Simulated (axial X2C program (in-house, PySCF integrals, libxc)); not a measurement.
**Low determinants of AsS⁻ at the PBE0 level, without spin–orbit coupling**

Computed with an in-house relativistic program for diatomic molecules. Spin-free means the one-electron spin-free X2C Hamiltonian. Basis: As dyall-acv3z [10s10p7d5f1g], S dyall-av3z [9s8p3d2f] (cores contracted in-house); Gaussian nuclei, density fitting, unrestricted open shells. Masses: As 74.922 u, S 31.972 u.

Search at 2.080 Å (vertical energies from the lowest determinant):

```
ΔE (eV)           state  electrons beyond evenly filled partner blocks  electrons in σ, π, δ, φ
   0.00  M_S = 1, Λ = 0                                       π+α, π-α                24 22 4 0
   0.61  M_S = 0, Λ = 0                                       π+β, π-α                24 22 4 0
   0.61  M_S = 0, Λ = 2                                       π+α, π+β                24 22 4 0
   2.40  M_S = 1, Λ = 1                                        σα, π+α                25 21 4 0
   2.45  M_S = 0, Λ = 1                                        σα, π+β                25 21 4 0
   2.96  M_S = 1, Λ = 2                                        2 × π+α                24 22 4 0
   3.31  M_S = 1, Λ = 2                      2 × π+α, 2 × π+β, 2 × π-α                24 22 4 0
```

Lowest determinant, M_S = 1, Λ = 0 (beyond evenly filled blocks: π+α, π-α): Re = 2.117 Å, ωe = 483.3 cm⁻¹.

The determinant in row 2 of the search, M_S = 0, Λ = 0 (beyond evenly filled blocks: π+β, π-α), was followed along the bond at PBE0; measured from the minimum of the lowest determinant it gives:

Te = 0.616 eV (4971 cm⁻¹), Re = 2.112 Å, ωe = 488.5 cm⁻¹.

Q: Compare the bond of the determinant in row 2 with that of the lowest one.

A: At PBE0 its Re is 0.005 Å shorter and its force constant, which goes as ωe², is 1.02 times that of the lowest determinant. This determinant mixes spin states, so it has no term energy of its own.

The search compares states at one distance, so a state with another bond length can lie lower; it is not exhaustive and yields mostly the lowest determinant of each block pattern, so other components and higher states of one pattern are missing. These are energies of single determinants, not of spin-adapted states; PBE0 term energies can be off by some tenths of an eV, and the functional has no current term. The lowest determinant need not be the ground state where others lie within half an eV. For an anion, determinants above electron detachment are held by the basis set. The highest occupied level of some functionals is positive through self-interaction error; at Hartree–Fock it is bound. Row 2 is spin-contaminated (⟨S²⟩ = 1.00 against 0.00), so its values are not those of a pure state. Row 1 has a positive highest level at its minimum. Row 2 has a positive highest level at its minimum.
